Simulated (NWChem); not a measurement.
System: CH2BrF; SMILES FCBr

NWChem input:

```
start job
memory heap 200 mb stack 900 mb global 1100 mb
geometry units angstroms
  F      0.410381     1.958234     0.000000
  C     -0.602799     1.078442     0.000000
  Br     0.054782    -0.745005     0.000000
  H     -1.208346     1.193091     0.909588
  H     -1.208346     1.193091    -0.909588
end
basis spherical
  * library 3-21g
end
dft
  xc hfexch
  iterations 150
end
driver
  maxiter 120
end
task dft optimize
task dft freq
```

NWChem printed, in part:

```
             Northwest Computational Chemistry Package (NWChem) 7.3.0
             --------------------------------------------------------

 CS  symmetry detected

                             Geometry "geometry" -> ""
                             -------------------------

 Output coordinates in angstroms (scale by  1.889725989 to convert to a.u.)

  No.       Tag          Charge          X              Y              Z
 ---- ---------------- ---------- -------------- -------------- --------------
    1 F                    9.0000     0.39541200     1.95524424     0.00000000
    2 C                    6.0000    -0.60729157     1.06353060     0.00000000
    3 Br                  35.0000     0.07180988    -0.75201146     0.00000000
    4 H                    1.0000    -1.21415221     1.17100959     0.90958800
    5 H                    1.0000    -1.21415221     1.17100959    -0.90958800

 Effective nuclear repulsion energy (a.u.)     165.4770949843

      Symmetry information
      --------------------

 Group name             Cs
 Group number              2
 Group order               2
 No. of unique centers     4

                                Z-matrix (autoz)
                                --------

 Units are Angstrom for bonds and degrees for angles

      Type          Name      I     J     K     L     M      Value
      ----------- --------  ----- ----- ----- ----- ----- ----------
    1 Stretch                  1     2                       1.34185
    2 Stretch                  2     3                       1.93839
    3 Stretch                  2     4                       1.09872
    4 Stretch                  2     5                       1.09872
    5 Bend                     1     2     3               111.13874
    6 Bend                     1     2     4               110.34838
    7 Bend                     1     2     5               110.34838
    8 Bend                     3     2     4               106.56654
    9 Bend                     3     2     5               106.56654
   10 Bend                     4     2     5               111.75963

  xc_inp: hfexch multiplicative factor not found.

                           NWChem Geometry Optimization
                           ----------------------------

[...]

      ----------------------
      Optimization converged
      ----------------------

  Step       Energy      Delta E   Gmax     Grms     Xrms     Xmax
  ---- ---------------- -------- -------- -------- -------- --------
@    5   -2697.74687230 -8.5D-08  0.00003  0.00001  0.00037  0.00077
                                     ok       ok       ok       ok

                                Z-matrix (autoz)
                                --------

 Units are Angstrom for bonds and degrees for angles

      Type          Name      I     J     K     L     M      Value     Gradient
      ----------- --------  ----- ----- ----- ----- ----- ---------- ----------
    1 Stretch                  1     2                       1.37751    0.00001
    2 Stretch                  2     3                       1.99981   -0.00001
    3 Stretch                  2     4                       1.07102   -0.00002
    4 Stretch                  2     5                       1.07102   -0.00002
    5 Bend                     1     2     3               109.69845   -0.00003
    6 Bend                     1     2     4               110.58600    0.00001
    7 Bend                     1     2     5               110.58600    0.00001
    8 Bend                     3     2     4               106.45447   -0.00000
    9 Bend                     3     2     5               106.45447   -0.00000
   10 Bend                     4     2     5               112.86211    0.00001

                         Geometry "geometry" -> "geometry"
                         ---------------------------------

 Output coordinates in angstroms (scale by  1.889725989 to convert to a.u.)

[...]

 Rotational Constants
 --------------------
 A=   1.297419 cm-1  (  1.866655 K)
 B=   0.119237 cm-1  (  0.171551 K)
 C=   0.111520 cm-1  (  0.160449 K)

 Temperature                      =   298.15K
 frequency scaling parameter      =   1.0000

 Zero-Point correction to Energy  =   20.541 kcal/mol  (  0.032734 au)
 Thermal correction to Energy     =   22.704 kcal/mol  (  0.036181 au)
 Thermal correction to Enthalpy   =   23.296 kcal/mol  (  0.037125 au)

 Total Entropy                    =   66.024 cal/mol-K
   - Translational                =   40.063 cal/mol-K (mol. weight = 112.9305)
   - Rotational                   =   24.040 cal/mol-K (symmetry #  =        1)
   - Vibrational                  =    1.921 cal/mol-K

 Cv (constant volume heat capacity) =    9.374 cal/mol-K
   - Translational                  =    2.979 cal/mol-K
   - Rotational                     =    2.979 cal/mol-K
   - Vibrational                    =    3.415 cal/mol-K

[normal modes left out]

 ----------------------------------------------------------------------------
 Normal Eigenvalue ||           Projected Infra Red Intensities
  Mode   [cm**-1]  || [atomic units] [(debye/angs)**2] [(KM/mol)] [arbitrary]
 ------ ---------- || -------------- ----------------- ---------- -----------
    1       -0.000 ||    0.001181           0.027         1.152       0.449
    2       -0.000 ||    0.000019           0.000         0.018       0.007
    3       -0.000 ||    0.001068           0.025         1.041       0.406
    4       -0.000 ||    0.000468           0.011         0.456       0.178
    5       -0.000 ||    0.000323           0.007         0.314       0.123
    6        0.000 ||    0.017466           0.403        17.026       6.639
    7      306.916 ||    0.001264           0.029         1.232       0.481
    8      652.552 ||    0.081721           1.885        79.665      31.064
    9     1011.306 ||    0.000126           0.003         0.122       0.048
   10     1180.759 ||    0.158795           3.664       154.801      60.362
   11     1347.925 ||    0.002713           0.063         2.644       1.031
   12     1473.681 ||    0.098117           2.264        95.649      37.297
   13     1663.832 ||    0.001411           0.033         1.376       0.536
   14     3326.010 ||    0.020461           0.472        19.947       7.778
   15     3412.618 ||    0.009473           0.219         9.235       3.601
 ----------------------------------------------------------------------------
```

Level: Hartree-Fock/3-21G. This build's default masses of Se (78.918 u) and Br (79.917 u) are each other's, which moves their modes by up to 0.6 %.
